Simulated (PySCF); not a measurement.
Ga(H)2(NMe2) (C2H8GaN), SMILES [N](C)([GaH2])C.

Geometry: ωB97X-D3(BJ)/def2-SVP. The structure was generated by enumeration; whether it is a known compound was not checked.

Level of theory: PBE0/def2-TZVP in PySCF.

Symmetry labels are those of the subgroup C2v that the program uses (full group C2v).

Question: List the valence orbital energies around the gap with their symmetry. (Estimate from the structure and the level; the computed values follow.)

Answer: 
```csv
orbital,symmetry,energy (eV)
HOMO−7,B1,-12.52
HOMO−6,B2,-12.47
HOMO−5,A1,-11.29
HOMO−4,A2,-10.80
HOMO−3,B2,-10.30
HOMO−2,A1,-8.93
HOMO−1,B2,-8.44
HOMO,B1,-6.36
LUMO,B1,-0.82
LUMO+1,A1,1.04
LUMO+2,A1,1.31
LUMO+3,A1,1.97
```
